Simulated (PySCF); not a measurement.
C₅H₁₃Sb, singlet, geometry from GFN2-xTB (core potentials on Sb); DF-PBE/def2-TZVPP run with PySCF.

The PySCF input:
```python
from pyscf import gto, scf, dft

mol = gto.Mole()
mol.atom = '''
    Sb   -0.182010    0.017823    0.641344
    C    -1.542376   -1.192927   -0.550546
    H    -1.170999   -1.284507   -1.565587
    H    -2.523423   -0.730683   -0.561131
    H    -1.627807   -2.181515   -0.112817
    C     1.581376   -0.560269   -0.522205
    C     2.130104   -1.903764   -0.085179
    H     2.335200    0.215620   -0.395336
    H     1.297482   -0.595086   -1.572766
    H     1.378292   -2.682235   -0.201578
    H     2.433773   -1.878089    0.959787
    H     2.998160   -2.178758   -0.684361
    C    -0.575893    1.886369   -0.447015
    C    -0.446010    1.805261   -1.952795
    H     0.109278    2.633162   -0.047914
    H    -1.585561    2.188001   -0.170232
    H    -1.115206    1.051427   -2.361634
    H     0.573673    1.562554   -2.242858
    H    -0.703576    2.763112   -2.405670
'''
mol.basis = 'def2-tzvpp'
mol.ecp = {'Sb': 'def2-tzvpp'}
mol.charge = 0
mol.spin = 0
mol.verbose = 4
mol.max_memory = 1800
mol.build()

mf = dft.RKS(mol)
mf.xc = 'pbe'
mf = mf.density_fit(auxbasis='def2-universal-jkfit')
mf.kernel()
```

What the program printed (banner, timings and long lists left out):

```
PySCF version 2.14.0

[INPUT] verbose = 4
[INPUT] num. atoms = 19
[INPUT] num. electrons = 66
[INPUT] charge = 0
[INPUT] spin (= nelec alpha-beta = 2S) = 0
[INPUT] symmetry False subgroup None
[INPUT] Mole.unit = angstrom
[INPUT] Symbol           X                Y                Z      unit          X                Y                Z       unit  Magmom
[...]
nuclear repulsion = 364.760622937697
number of shells = 149
number of NR pGTOs = 529
number of NR cGTOs = 387
basis = def2-tzvpp
ecp = {'Sb': 'def2-tzvpp'}

******** <class 'pyscf.df.df_jk.DFRKS'> ********
method = DFRKS
initial guess = minao
damping factor = 0
level_shift factor = 0
DIIS = <class 'pyscf.scf.diis.CDIIS'>
diis_start_cycle = 1
diis_space = 8
diis_damp = 0
SCF conv_tol = 1e-09
SCF conv_tol_grad = None
SCF max_cycles = 50
direct_scf = False
XC library pyscf.dft.libxc version 7.1.2
    S. Lehtola, C. Steigemann, M. J. T. Oliveira, and M. A. L. Marques,  SoftwareX 7, 1–5 (2018)
XC functionals = pbe
    J. P. Perdew, K. Burke, and M. Ernzerhof,  Phys. Rev. Lett. 77, 3865 (1996)
    J. P. Perdew, K. Burke, and M. Ernzerhof,  Phys. Rev. Lett. 78, 1396 (1997)
    J. P. Perdew, K. Burke, and M. Ernzerhof,  Phys. Rev. Lett. 77, 3865 (1996)
    J. P. Perdew, K. Burke, and M. Ernzerhof,  Phys. Rev. Lett. 78, 1396 (1997)
radial grids:
    Treutler-Ahlrichs [JCP 102, 346 (1995); DOI:10.1063/1.469408] (M4) radial grids

becke partition: Becke, JCP 88, 2547 (1988); DOI:10.1063/1.454033
pruning grids: <function nwchem_prune>
grids dens level: 3
symmetrized grids: False
atomic radii adjust function: <function treutler_atomic_radii_adjust>
small_rho_cutoff = 0
Set gradient conv threshold to 3.16228e-05
Initial guess from minao.
tot grids = 220056
init E= -399.99092299065
[...]
cycle= 1 E= -435.683142721477  delta_E= -35.7  |g|=  3.6  |ddm|= 16.3
[...]
cycle= 2 E= -371.197812700349  delta_E= 64.5  |g|= 10.8  |ddm|=  252
[...]
cycle= 3 E= -438.146438170583  delta_E= -66.9  |g|= 0.942  |ddm|=  252
[...]
cycle= 4 E= -438.052804415632  delta_E= 0.0936  |g|= 1.16  |ddm|= 1.91
[...]
cycle= 5 E= -438.374747523387  delta_E= -0.322  |g|= 0.193  |ddm|= 1.01
[...]
cycle= 6 E= -438.379587961173  delta_E= -0.00484  |g|= 0.126  |ddm|= 0.252
[...]
cycle= 7 E= -438.383206356857  delta_E= -0.00362  |g|= 0.033  |ddm|= 0.12
[...]
cycle= 8 E= -438.383491919554  delta_E= -0.000286  |g|= 0.0139  |ddm|= 0.0444
[...]
cycle= 9 E= -438.383533445009  delta_E= -4.15e-05  |g|= 0.00434  |ddm|= 0.0157
[...]
cycle= 10 E= -438.383537705483  delta_E= -4.26e-06  |g|= 0.00139  |ddm|= 0.00498
[...]
cycle= 11 E= -438.383538196525  delta_E= -4.91e-07  |g|= 0.000204  |ddm|= 0.00147
[...]
cycle= 12 E= -438.383538204637  delta_E= -8.11e-09  |g|= 9.57e-05  |ddm|= 0.00025
[...]
cycle= 13 E= -438.383538206729  delta_E= -2.09e-09  |g|= 4.24e-05  |ddm|= 0.000113
[...]
cycle= 14 E= -438.383538207068  delta_E= -3.39e-10  |g|= 2.33e-05  |ddm|= 5.52e-05
[...]
Extra cycle  E= -438.383538206803  delta_E= 2.65e-10  |g|= 4e-05  |ddm|= 5.32e-05
converged SCF energy = -438.383538206803
```
